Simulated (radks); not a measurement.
The lanthanum ion La+ inside a hard spherical wall (all orbitals vanish at R), configuration held at [Xe] 5d2 and not refilled when levels cross. Calculated with a radial shooting solver on a logarithmic mesh with Libxc functionals: scalar-relativistic Kohn-Sham, PBE, spin-polarised, spherical densities, finite nucleus; open shells are filled with parallel spins first (spin-orbit coupling, left out, can overturn this in heavy ions); Fermi nuclear charge, rms radius 4.855 fm. Eigenvalues in eV for spin up, with the zero of energy where the potential of the charges vanishes at infinity; a dash marks a level that is unbound or too diffuse for the functional's potential to be trusted. A positive occupied level is held by the wall or, in an anion where self-interaction has pushed it up, behind a barrier. The pressure on the wall is -dE/dV.

| R (bohr) | E (hartree) | kinetic (hartree) | e(4d) | e(5s) | e(5p) | e(4f, empty) | e(6s, empty) | e(5d) | pressure (GPa) |
|---|---|---|---|---|---|---|---|---|---|
| free | -8492.7110 | 8982.520 | -107.48 | -42.887 | -26.625 | -8.149 | -7.794 | -7.620 | 0 |
| 15 | -8492.7110 | 8982.520 | -107.48 | -42.887 | -26.625 | -8.149 | -7.794 | -7.620 | < 0.0001 |
| 10 | -8492.7108 | 8982.523 | -107.46 | -42.865 | -26.604 | -8.126 | -7.760 | -7.601 | 0.00682 |
| 8 | -8492.7084 | 8982.541 | -107.31 | -42.728 | -26.477 | -7.985 | -7.513 | -7.474 | 0.112 |
| 7 | -8492.7026 | 8982.576 | -107.07 | -42.509 | -26.274 | -7.754 | -7.036 | -7.248 | 0.459 |
| 5 | -8492.6224 | 8982.980 | -105.33 | -41.047 | -24.920 | -6.119 | -2.416 | -5.303 | 10.6 |
| 3.5 | -8491.8873 | 8986.681 | -97.934 | -35.451 | -19.045 | 0.788 | 20.410 | 3.966 | 274 |
| 2.5 | -8487.0277 | 9007.134 | -75.792 | -15.397 | 4.671 | 22.376 | 98.979 | 37.558 | 4520 |
| 2 | -8475.1824 | 9049.759 | -47.515 | 22.611 | 49.580 | 52.643 | 225.03 | 95.148 | 24600 |
| 1.5 | -8427.5364 | 9202.688 | 21.199 | 158.41 | 201.60 | 130.11 | 579.02 | 267.37 | 196000 |
